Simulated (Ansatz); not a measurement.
`S[SiH2][SiH2]CCl` + `C[S][ZnH]` → `CS[SiH2][SiH2]S` + `Cl[CH2][ZnH]`  (redistribution)

Calculated with Ansatz (gas phase, PBE0-D4/def2-TZVP geometries, no zero-point term in ΔE). CBS: MP2 limit from def2 TZ/QZ plus the TZ coupled-cluster correction, frozen cores. DFT in def2-TZVPP. B3LYP here is the variant with VWN-RPA as its local correlation; programs differ in this. For Zn outer-core shells are correlated without core-valence functions, which leaves a few kJ/mol of doubt a bond. Scalar relativity is left out up to krypton. One conformer a species, not always the lowest.

`S[SiH2][SiH2]CCl`:

Cartesian coordinates in Å:
```
S 0.678 2.827 -1.565
Si -0.568 1.488 -0.447
Si 0.521 -0.570 -0.181
C -0.483 -1.741 0.910
Cl 0.384 -3.288 1.118
H 1.747 2.679 -0.764
H -0.949 2.064 0.873
H -1.801 1.356 -1.268
H 1.840 -0.326 0.462
H 0.734 -1.198 -1.510
H -1.454 -1.968 0.468
H -0.649 -1.323 1.903
```

`C[S][ZnH]`:

```xyz
7

C    -0.598   -0.845   -0.479
S     0.879   -0.752    0.590
Zn    1.112    1.386    0.879
H    -0.429   -0.366   -1.442
H    -1.474   -0.411    0.002
H    -0.789   -1.904   -0.650
H     1.299    2.892    1.099
```

`CS[SiH2][SiH2]S`:

Z-matrix (Å, degrees):
```
C
S 1 1.816
H 1 1.089 2 106.7
H 1 1.091 2 111.2 3 118.5
H 1 1.090 2 111.0 3 -118.6
Si 2 2.137 1 99.6 3 177.6
Si 6 2.347 2 108.2 1 59.6
H 6 1.485 2 105.2 1 178.7
H 6 1.490 2 110.8 1 -62.8
S 7 2.140 6 106.1 2 36.7
H 7 1.487 6 112.2 2 155.7
H 7 1.490 6 110.7 2 -84.4
H 10 1.352 7 92.6 6 -17.2
```

`Cl[CH2][ZnH]`:

Cartesian coordinates in Å:
```
Cl -0.366 0.114 1.927
C -0.518 -0.411 0.207
Zn 0.857 0.585 -0.763
H -0.387 -1.493 0.199
H -1.540 -0.189 -0.098
H 1.954 1.394 -1.473
```

```csv
level,ΔE (kJ/mol),difference from CCSD(T)/CBS
PBE-D4,23.7,-8.0
r2SCAN-D4,29.3,-2.4
PBE0-D4,28.2,-3.5
B3LYP-D4,29.8,-1.9
ωB97X-V,32.3,0.6
ωB97M-V,30.2,-1.5
B2PLYP,35.6,3.9
PBE,30.1,-1.6
r2SCAN,30.8,-0.9
PBE0,33.9,2.2
B3LYP,40.2,8.5
HF/def2-TZVPP,57.4,25.7
MP2/def2-TZVPP,26.5,-5.2
SCS-MP2/def2-TZVPP,32.2,0.5
CCSD/def2-TZVPP,35.5,3.8
CCSD(T)/def2-TZVPP,31.1,-0.6
HF/def2-QZVPP,58.9,27.2
MP2/def2-QZVPP,27.3,-4.4
SCS-MP2/def2-QZVPP,33.2,1.5
HF/CBS(def2),59.1,27.4
MP2/CBS(def2),27.1,-4.6
CCSD/CBS(def2),36.1,4.4
CCSD(T)/CBS,31.7,0
```

Largest T1 diagnostic among the species: 0.014.

The D4 term adds −10.4 kJ/mol with B3LYP and −5.7 kJ/mol with PBE0; it sums over pairs of atoms, weighted by their polarisabilities, and B3LYP, whose exchange is more repulsive, gets the larger term. In def2-TZVPP, CCSD(T) changes the Hartree–Fock value by −26.3 kJ/mol (the triples alone add −4.4 kJ/mol) and MP2 by −31.0 kJ/mol. From PBE to PBE0 (25 % exact exchange), in def2-TZVPP and without D4, ΔE moves by +3.8 kJ/mol.
